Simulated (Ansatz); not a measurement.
Two structures of Si₂NH₁₁O, closed shell, reached by relaxing down either side of one saddle point (PBE0-D4/def2-TZVP). Energies are electronic, without zero-point energy. Computed with Ansatz 0.2.0 (basis: def2-TZVPP and def2-QZVPP); correlated methods freeze the cores. Extrapolation: Hartree–Fock as exp(−7.88 √X), correlation as X^−2.97. First:

```xyz
15
angstrom
Si -0.1578 -0.4890 -1.9819
H -0.4336 -1.5906 -1.0209
H -1.4344 0.0692 -2.4909
H 0.5584 -1.1046 -3.1392
Si 1.1887 1.1552 -1.0059
H -1.0514 0.1568 1.1715
O -1.4141 0.6764 0.4206
H -0.0848 -1.8522 1.6798
N -0.2084 -1.0540 2.2920
H 0.5063 2.4738 -0.9335
H 1.6163 0.7595 0.3650
H 2.4399 1.3547 -1.7962
H -1.5509 1.5677 0.7467
H 0.7149 -0.7445 2.5707
H -0.6889 -1.3785 3.1220
```

Second:

```
15
angstrom
Si -0.8774 0.2371 -1.2135
H 1.6050 -3.0974 0.4067
H -1.2668 0.5856 -2.6175
H -0.8219 -1.2496 -1.1524
Si 1.1914 1.1746 -0.6629
H -1.1317 0.1161 1.7261
O -2.0924 0.8267 -0.2326
H 1.4062 -2.3887 0.2792
N -0.2113 -0.2989 1.6389
H 1.0511 2.1395 0.4609
H 2.1773 0.1237 -0.2964
H 1.7639 1.9309 -1.8182
H -2.8904 1.0780 -0.6989
H 0.3884 0.1103 2.3439
H -0.2912 -1.2882 1.8365
```

(1) Which bonds change from the first to the second?

(2) Give the saddle point's structure and its height above each. (An estimate is asked for; the value comes from the calculation.)

No T1 diagnostic of these runs exceeds 0.013.

Answers

(1) Si₂H₆ ([SiH3][SiH3]) + H₂O + NH₃ → Si₂H₆O ([OH][SiH2][SiH3]) + NH₃ + H₂; bonds formed: Si1–O7, H2–H8, H6–N9; bonds broken: Si1–H2, H6–O7, H8–N9.

(2) By the calculation: 127.1 kJ/mol above the first and 159.4 kJ/mol above the second (CCSD(T) at an estimated basis limit (MP2 extrapolated from triple and quadruple zeta, plus CCSD(T) − MP2 in triple zeta)).
| atom | x (Å) | y (Å) | z (Å) |
| --- | --- | --- | --- |
| Si1 | -0.3591 | -0.1020 | -1.1733 |
| H2 | 0.3744 | -1.0514 | -0.0603 |
| H3 | -1.2281 | 0.8987 | -1.9697 |
| H4 | -0.4132 | -1.2443 | -2.1419 |
| Si5 | 1.6921 | 1.0385 | -1.3110 |
| H6 | -1.2297 | -0.3291 | 1.4292 |
| O7 | -1.5679 | 0.0965 | 0.1344 |
| H8 | 0.1207 | -1.1802 | 1.4312 |
| N9 | -0.5724 | -0.8690 | 2.1649 |
| H10 | 1.8568 | 1.8496 | -0.0580 |
| H11 | 2.8493 | 0.0919 | -1.3206 |
| H12 | 1.8730 | 1.9976 | -2.4428 |
| H13 | -2.2415 | 0.7232 | -0.1462 |
| H14 | -0.1368 | -0.2599 | 2.8482 |
| H15 | -1.0175 | -1.6602 | 2.6156 |

Labels in which every atom is bracketed show which atoms are joined, not bond orders.

For scale, one of the runs: CCSD(T)/def2-TZVPP, 300 basis functions, launched by `ansatz run in.yaml --threads 8 --pin off --events-out ev --progress --plain --max-ram 19148MiB`. Time: 2.4 min of wall clock on 8 CPU threads of an Arm Neoverse V2; the host was shared. Peak host memory: 9.9 GiB.
